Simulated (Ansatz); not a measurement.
**Molecular dynamics of C4H12OSi**

input.yaml

```yaml
crystal:
  periodic: [false, false, false]
  atoms:
    - { symbol: C, position_ang: [-2.864717, 1.137124, -0.112827] }
    - { symbol: C, position_ang: [-1.627293, 0.449736, 0.530053] }
    - { symbol: C, position_ang: [-0.440801, 0.323021, -0.472561] }
    - { symbol: C, position_ang: [0.802129, -0.366607, 0.179827] }
    - { symbol: O, position_ang: [1.858888, -0.442017, -0.831946] }
    - { symbol: Si, position_ang: [3.261113, -1.192976, -0.168911] }
    - { symbol: H, position_ang: [-2.609579, 2.151397, -0.455936] }
    - { symbol: H, position_ang: [-3.687256, 1.214004, 0.614652] }
    - { symbol: H, position_ang: [-3.221492, 0.560166, -0.979662] }
    - { symbol: H, position_ang: [-1.910289, -0.55551, 0.888372] }
    - { symbol: H, position_ang: [-1.300116, 1.030888, 1.40995] }
    - { symbol: H, position_ang: [-0.755026, -0.265501, -1.351521] }
    - { symbol: H, position_ang: [-0.14594, 1.323937, -0.83155] }
    - { symbol: H, position_ang: [0.498136, -1.3747, 0.552802] }
    - { symbol: H, position_ang: [1.111897, 0.225715, 1.074779] }
    - { symbol: H, position_ang: [2.979009, -2.542259, 0.28152] }
    - { symbol: H, position_ang: [3.780642, -0.44571, 0.960127] }
    - { symbol: H, position_ang: [4.233294, -1.21951, -1.235469] }
basis:
  gaussian: { orbitals: STO-3G }
hamiltonian:
  xc: b3lyp
  dispersion: d4
md:
  timestep: 0.5
  n_steps: 381
  ensemble: nve
  temperature: 400.0
  initial_velocities: maxwell_boltzmann
  seed: 898365
```

Run as:

```bash
$ ansatz run input.yaml --threads 1 --pin off --max-ram 2048MiB --backend cpu --events-out ev --progress --plain --runs-dir out
```

It starts from a relaxed structure.

Output, in part (step lines, the closing report, with atoms numbered from 0):

```
md step     0: t =     0.00 fs  T =   400.0 K  F+E_penalty+E_count = -14098.94792700 eV  E_kin = 0.827264 eV  conserved = -14098.12066301 eV  (22 SCF iters)
[... lines left out ...]
Total energy: -14098.51607107 eV, -518.1109092945 hartree
Atom 0 at    -2.796102     1.311278     0.047994 Å, force     0.952521     0.002185    -0.857700 eV/Å
Atom 1 at    -1.635917     0.351108     0.481993 Å, force     0.558896     0.156093     1.663202 eV/Å
Atom 2 at    -0.517067     0.246773    -0.614879 Å, force     0.101012    -0.710272     0.645600 eV/Å
Atom 3 at     0.732437    -0.417859     0.053391 Å, force    -0.164567     0.114717     1.039014 eV/Å
Atom 4 at     1.808407    -0.642132    -0.898193 Å, force     1.030334     0.004928     0.039200 eV/Å
Atom 5 at     3.314130    -1.076901    -0.081616 Å, force    -0.860189    -1.509881    -1.237122 eV/Å
Atom 6 at    -2.368986     2.166857    -0.534886 Å, force    -0.286191    -0.562436     0.356492 eV/Å
Atom 7 at    -3.319195     1.737877     0.899366 Å, force    -0.425128    -0.032965     0.477831 eV/Å
Atom 8 at    -3.492683     0.767175    -0.608229 Å, force    -0.154627     0.160681     0.073023 eV/Å
Atom 9 at    -1.979509    -0.671635     0.738969 Å, force    -0.417690     0.175308    -0.441708 eV/Å
Atom 10 at    -1.186629     0.688950     1.492114 Å, force    -0.419571     0.011420    -1.783451 eV/Å
Atom 11 at    -0.829608    -0.391928    -1.471810 Å, force    -0.106815     0.656706     0.142840 eV/Å
Atom 12 at    -0.243102     1.266876    -0.907706 Å, force     0.004778     0.075206    -0.612995 eV/Å
Atom 13 at     0.384729    -1.333945     0.599366 Å, force     0.190564    -0.205093    -0.441380 eV/Å
Atom 14 at     1.003902     0.273757     0.878241 Å, force     0.389463     0.218732     0.118368 eV/Å
Atom 15 at     3.112569    -2.360873     0.580368 Å, force    -0.007770     0.318613     0.150013 eV/Å
Atom 16 at     3.895610    -0.162606     0.813510 Å, force    -0.001491     0.969169     0.887503 eV/Å
Atom 17 at     4.344606    -1.316122    -1.073221 Å, force    -0.383532     0.156889    -0.218730 eV/Å
Dipole moment:    -0.027720     0.053134     0.212160 e Å
```

The steps, from the saved trajectory:

```csv
time (fs),T (K),potential energy less start (eV),conserved less start (meV/atom)
0.0,400,0.000,0.00
6.0,159,0.503,0.21
12.0,231,0.353,0.21
18.0,210,0.396,0.18
24.0,171,0.476,0.13
30.0,255,0.302,0.11
36.0,123,0.578,0.26
42.0,209,0.399,0.20
48.0,206,0.404,0.14
54.0,116,0.591,0.21
60.0,212,0.393,0.19
66.0,158,0.505,0.23
72.0,216,0.383,0.16
78.0,227,0.362,0.16
84.0,152,0.517,0.22
90.0,250,0.313,0.13
96.0,197,0.424,0.15
102.0,178,0.462,0.19
108.0,225,0.366,0.20
114.0,167,0.485,0.17
120.0,234,0.344,0.07
126.0,163,0.492,0.13
132.0,153,0.516,0.24
138.0,233,0.350,0.19
144.0,165,0.488,0.17
150.0,251,0.309,0.08
156.0,217,0.381,0.11
162.0,167,0.487,0.23
168.0,198,0.421,0.20
174.0,198,0.421,0.19
180.0,262,0.286,0.10
186.0,216,0.382,0.11
```

All steps were run. The conserved energy stayed within 0.27 meV per atom of its start (net change 0.13 meV per atom), so the integration is sound. The temperature averaged 0.50 of the 400 K drawn at the start: a run that starts near a minimum puts about half its kinetic energy into the potential. A run of 0.19 ps of so small a system gives no equilibrium averages. Limits of this set-up: minimal basis.

The same pairs are bonded in the first frame and the last. Pairs count as bonded within 1.25 times the sum of covalent radii (0.12 Å more for H–H).

Last frame:

```xyz
18
Properties=species:S:1:pos:R:3
C -2.796 1.311 0.048
C -1.636 0.351 0.482
C -0.517 0.247 -0.615
C 0.732 -0.418 0.053
O 1.808 -0.642 -0.898
Si 3.314 -1.077 -0.082
H -2.369 2.167 -0.535
H -3.319 1.738 0.899
H -3.493 0.767 -0.608
H -1.980 -0.672 0.739
H -1.187 0.689 1.492
H -0.830 -0.392 -1.472
H -0.243 1.267 -0.908
H 0.385 -1.334 0.599
H 1.004 0.274 0.878
H 3.113 -2.361 0.580
H 3.896 -0.163 0.814
H 4.345 -1.316 -1.073
```

Time of the run: 26 min on 1 thread of Arm Neoverse V1 (shared host), peak memory 0.22 GiB.
